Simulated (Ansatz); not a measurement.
Si(vinyl)2F2 (C₄H₆F₂Si), relaxed as a singlet with RKS r2SCAN-D4/def2-SVP in Ansatz, starting from the GFN2-xTB geometry. Force threshold 0.02 eV/Å.

Start:

```xyz
13

Si    0.2030    0.4662   -0.5618
C     0.0362   -1.4034   -0.5014
C     0.7051   -2.2319   -1.2911
H    -0.6459   -1.8250    0.2266
H     1.3981   -1.8723   -2.0337
H     0.5911   -3.3035   -1.2297
C    -0.8512    1.4103    0.6644
C    -0.5277    1.6235    1.9319
H    -1.7922    1.8038    0.3006
H     0.3961    1.2594    2.3509
H    -1.1631    2.1804    2.6028
F    -0.1010    1.0143   -2.0426
F     1.7513    0.8782   -0.4170
```

| step | energy (eV) | largest force component (eV/Å) | SCF passes |
| --- | --- | --- | --- |
| 1 | -17543.9293 | 1.222 | 19 |
| 2 | -17544.0189 | 0.395 | 20 |
| 3 | -17544.0374 | 0.180 | 20 |
| 4 | -17544.0414 | 0.153 | 21 |
| 5 | -17544.0571 | 0.244 | 18 |
| 6 | -17544.0605 | 0.205 | 21 |
| 7 | -17544.0729 | 0.272 | 19 |
| 8 | -17544.0771 | 0.248 | 20 |
| 9 | -17544.0852 | 0.146 | 19 |
| 10 | -17544.0881 | 0.035 | 21 |
| 11 | -17544.0888 | 0.021 | 21 |
| 12 | -17544.0893 | 0.024 | 20 |
| 13 | -17544.0897 | 0.114 | 19 |
| 14 | -17544.0906 | 0.189 | 20 |
| 15 | -17544.0939 | 0.354 | 19 |
| 16 (rejected) | -17544.0932 | 0.507 | 19 |
| 17 | -17544.1032 | 0.241 | 20 |
| 18 | -17544.1147 | 0.085 | 20 |
| 19 | -17544.1284 | 0.201 | 19 |
| 20 | -17544.1338 | 0.518 | 19 |
| 21 | -17544.1667 | 0.116 | 19 |
| 22 (rejected) | -17544.1662 | 0.251 | 20 |
| 23 | -17544.1713 | 0.040 | 20 |
| 24 | -17544.1745 | 0.130 | 19 |
| 25 | -17544.1763 | 0.212 | 19 |
| 26 | -17544.1806 | 0.018 | 21 |

Force components are those of the run's own axes.

End:

| atom | x (Å) | y (Å) | z (Å) |
| --- | --- | --- | --- |
| Si1 | 0.5051 | 0.2980 | -0.2256 |
| C2 | 0.2802 | -1.5276 | -0.3908 |
| C3 | 0.2991 | -2.1364 | -1.5877 |
| H4 | 0.1184 | -2.1385 | 0.5091 |
| H5 | 0.4572 | -1.5696 | -2.5129 |
| H6 | 0.1625 | -3.2193 | -1.6951 |
| C7 | -0.8531 | 1.2044 | 0.6360 |
| C8 | -0.6250 | 1.9380 | 1.7376 |
| H9 | -1.8805 | 1.1388 | 0.2497 |
| H10 | 0.3824 | 2.0337 | 2.1598 |
| H11 | -1.4271 | 2.4738 | 2.2596 |
| F12 | 0.7105 | 0.8761 | -1.7288 |
| F13 | 1.8703 | 0.6287 | 0.5889 |

By distances, no bond broke or formed. The bond that changes most is Si1–C2, from 1.88 to 1.85 Å (atoms count from 1).

No frequencies were taken in this run, so the end may be a saddle point.

Hardware: 4 threads of Intel Xeon on a shared host. Wall time 1.8 min.
